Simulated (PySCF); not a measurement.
# Radial density of Ga+ (gallium, charge +1)

TPSS, [Ar] 3d10 4s2, closed-shell 1S. All numbers are calculated (PySCF 2.14, scalar relativity by spin-free X2C-1e, in Sapporo-DKH3-DZP-2012 (6s5p3d1f, 43 functions)).

| r (bohr) | 4πr²ρ (e/bohr) |
| --- | --- |
| 0.000957 | 0.3667 |
| 0.00161 | 0.9062 |
| 0.00271 | 2.196 |
| 0.00456 | 5.072 |
| 0.00766 | 11.01 |
| 0.0129 | 21.20 |
| 0.0217 | 33.24 |
| 0.0365 | 37.82 |
| 0.0613 | 31.23 |
| 0.103 | 35.74 |
| 0.174 | 42.67 |
| 0.292 | 22.78 |
| 0.491 | 26.09 |
| 0.826 | 17.08 |
| 1.39 | 3.865 |
| 2.34 | 1.149 |
| 3.93 | 0.1284 |
| 6.61 | 0.001741 |

Densities and radii are taken from the X2C orbitals without a picture-change correction, which distorts them close to the nucleus.
